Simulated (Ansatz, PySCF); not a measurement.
H6Cl3NSi3, singlet, geometry from GFN2-xTB, atoms displaced at random by about 0.03 Å a coordinate. Base run: B3LYP/STO-3G, gradient (PySCF).

The PySCF input:
```python
from pyscf import gto, scf, dft

mol = gto.Mole()
mol.atom = '''
    Si    0.761742   -0.226398   -0.394170
    Cl    1.008633    1.479324   -1.528000
    Cl    2.602263   -1.179625   -0.466895
    Cl   -0.479723   -1.444244   -1.361770
    Si   -0.029552    0.178003    1.795999
    Si   -2.231242    0.803333    1.827171
    N    -2.761473    0.853526    0.195428
    H     0.179999   -1.046303    2.567888
    H     0.801922    1.194194    2.400155
    H    -3.049355   -0.067915    2.651269
    H    -2.533992    2.192691    2.260249
    H    -3.693906    1.196794   -0.029565
    H    -2.565473    0.115916   -0.377991
'''
mol.basis = 'sto-3g'
mol.charge = 0
mol.spin = 0
mol.verbose = 4
mol.build()

mf = dft.RKS(mol)
mf.xc = 'b3lyp'
mf.kernel()
g = mf.nuc_grad_method()
grad = g.kernel()
```

Programs used: Ansatz (a first-principles code), PySCF; a row that names a program was run with it.

The coordinate followed is y of atom 2.

The base run was repeated with changes; each row names its change, and settings that it needs were set with it.

| change | dE/dx (Eh/bohr) | net force (Eh/bohr) |
|---|---|---|
| base | -0.021359 | 0.000087 |
| code = ansatz | -0.021403 | 0.000000 |
| grids.level = 0; grid_response = off | -0.020543 | 0.005183 |
| grids.level = 1; grid_response = on | -0.021286 | 0.000000 |
| grids.level = 1; grid_response = off | -0.020916 | 0.000634 |
| finite difference step (bohr) = 1e-5; conv_tol = 1e-11 | -0.021404 | - |
| grid_response = on | -0.021403 | 0.000000 |
| density fitting = on; auxbasis_response = off | -0.020930 | 0.001730 |
| finite difference step (bohr) = 0.2; conv_tol = 1e-11 | ___ | - |
| finite difference step (bohr) = 1e-3; conv_tol = 1e-11 | -0.021403 | - |
| grids.level = 0; grid_response = on | -0.020982 | 0.000000 |
| finite difference step (bohr) = 0.05; conv_tol = 1e-11 | -0.021520 | - |

Q: Complete the blanks.

A: 
- finite difference step (bohr) = 0.2; conv_tol = 1e-11, dE/dx (Eh/bohr): -0.023265

The net force is zero for an exact gradient.
